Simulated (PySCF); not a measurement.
Mapped SMILES: `[O:1]=[C:2]([Cl:3])[c:4]1[cH:5][cH:6][cH:7][s:8]1`; H(Xn) means a hydrogen on atom n.

Geometry: PBE0-D3(BJ)/def2-SVP; GIAO shifts from PySCF 2.14, gas phase, non-relativistic, averaged over equivalent atoms.

At PBE0/STO-3G (51 basis functions, 4.5 s wall time on 1 thread of an Arm Neoverse V1, shared host):
```json
{"atoms": "O1", "δ (ppm)": "457.8"}
{"atoms": "C7", "δ (ppm)": "126.6"}
{"atoms": "C4", "δ (ppm)": "121.9"}
{"atoms": "C5", "δ (ppm)": "112.5"}
{"atoms": "C2", "δ (ppm)": "110.6"}
{"atoms": "C6", "δ (ppm)": "107.4"}
{"atoms": "Cl3", "δ (ppm)": "208.3"}
{"atoms": "S8", "δ (ppm)": "107.0"}
{"atoms": "H(C5)", "δ (ppm)": "7.22"}
{"atoms": "H(C7)", "δ (ppm)": "7.17"}
{"atoms": "H(C6)", "δ (ppm)": "6.59"}
```

δ = σ(ref) − σ, references computed at the same level: ¹⁷O (σ = 341.71 ppm) against H2O; ¹³C (σ = 234.69 ppm), ¹H (σ = 32.60 ppm) against TMS; ³⁵Cl (σ = 1025.84 ppm) against HCl; ³³S (σ = 624.80 ppm) against CS2.

Question: Predict the values at PBE0/6-31G* on the same geometry.

Answer: 
```csv
atoms,δ at PBE0/6-31G*,change
O1,480.1,+22.3
C7,134.7,+8.1
C4,134.9,+13.0
C5,132.1,+19.6
C2,154.2,+43.6
C6,120.6,+13.2
Cl3,355.5,+147.2
S8,224.4,+117.4
H(C5),7.77,+0.55
H(C7),7.42,+0.25
H(C6),6.97,+0.38
```

References, each an isolated molecule treated in the same way: H2O for ¹⁷O (324.18 ppm); ¹³C (194.14 ppm), ¹H (31.96 ppm) vs TMS; ³⁵Cl (929.83 ppm) vs HCl; ³³S (545.91 ppm) vs CS2.

The largest change is at Cl3 (chlorine bonded to C). Cost: 126 basis functions, 13 s wall time on 1 thread of an Arm Neoverse V1, shared host. The order of the carbon signals changes between the two levels.

Carbons that carry Cl, above all several Cl atoms, come out too deshielded, partly because spin–orbit coupling is missing. Unscaled 17O shifts of doubly bonded oxygen tend to come out too high, by tens of ppm or more. Experimental scales use liquid or dissolved standards, which lie at an offset from isolated H2O (liquid H2O: subtract about 36 ppm).
